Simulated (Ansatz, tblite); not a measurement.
Removing and adding an electron: `C#CCCCCCCCCCC`. Total charge 0; singlet. Geometry: r2SCAN-D4/def2-SVP. Ansatz, gas phase; energy differences of separate SCF runs; the oxidised species was run as a doublet alone; the reduced species was run as a doublet alone.

Cartesian coordinates in Å:
```
C -5.623 -0.810 1.456
C -4.719 -0.932 0.654
C -3.626 -1.106 -0.294
C -2.765 -2.348 -0.006
C -1.694 -2.601 -1.069
C -0.695 -1.461 -1.286
C 0.090 -1.060 -0.038
C 1.164 -0.010 -0.311
C 1.951 0.389 0.936
C 3.096 1.371 0.683
C 2.659 2.750 0.187
C 3.825 3.720 0.028
H -6.426 -0.694 2.161
H -2.997 -0.197 -0.284
H -4.040 -1.175 -1.318
H -3.427 -3.228 0.061
H -2.306 -2.239 0.992
H -2.191 -2.829 -2.031
H -1.140 -3.515 -0.791
H -1.212 -0.572 -1.693
H 0.018 -1.767 -2.073
H 0.559 -1.961 0.404
H -0.600 -0.674 0.736
H 1.865 -0.394 -1.077
H 0.687 0.881 -0.760
H 1.257 0.821 1.683
H 2.360 -0.526 1.402
H 3.802 0.930 -0.047
H 3.673 1.498 1.617
H 2.132 2.652 -0.779
H 1.918 3.169 0.894
H 4.349 3.873 0.987
H 4.566 3.337 -0.693
H 3.490 4.706 -0.330
```

The xTB rows come from tblite. HOMO above LUMO, or a gap near zero within one spin, warns that the state may not be the lowest or that an electron is smeared out.

```tsv
level	−HOMO (eV)	vertical IE (eV)	−LUMO (eV)	vertical EA (eV)	HOMO–LUMO gap (eV)	IE − EA (eV)
GFN1-xTB	11.95	14.18	5.31	2.54	6.64	11.64
GFN2-xTB	10.71	12.89	4.11	-0.02	6.60	12.91
```

**Question.** Estimate the rows for PBE-D4/def2-SVP, PBE0-D4/def2-SVP.

**Answer.** 
```
           level  −HOMO (eV)  vertical IE (eV)  −LUMO (eV)  vertical EA (eV)  HOMO–LUMO gap (eV)  IE − EA (eV)                                                                   remarks
 PBE-D4/def2-SVP        6.21                 –       -0.35             -2.16                6.56             –  HOMO above zero (-1 doublet), gap within one spin near zero (-1 doublet)
PBE0-D4/def2-SVP        7.49              9.48       -1.33             -2.60                8.82         12.08                                              HOMO above zero (-1 doublet)
```

Relaxing the oxidised species (r2SCAN-D4/def2-SVP) changes its energy by -0.13 eV at PBE0-D4/def2-SVP, so the adiabatic ionisation energy to this nearest minimum is 9.35 eV.  Relaxing the reduced species (r2SCAN-D4/def2-SVP) changes its energy by -0.37 eV at PBE-D4/def2-SVP, so the adiabatic electron affinity to this nearest minimum is -1.79 eV. At PBE0-D4/def2-SVP it is -1.96 eV. The highest occupied level of the relaxed charge -1 doublet lies above zero (up to 2.94 eV). By energy differences, losing it releases 1.79 eV (each at its own geometry, to the charge 0 singlet, at PBE-D4/def2-SVP). The gap within one spin of the relaxed charge -1 doublet nearly closes, so an electron or hole may be smeared out by delocalisation error.  Run but left out: PBE-D4/def2-SVP (charge +1 doublet: an occupied level 0.01 eV above an empty one).   A HOMO above zero means that the electron is unbound at that level or that self-interaction error raises the level; the energy of removing that electron tells which. Raw xTB energy differences between charge states are shifted by several eV; the methods need an empirical correction for them. Sets without diffuse functions give affinities that are too small. A negative affinity means that the extra electron isn't bound; its size then hangs on the basis.
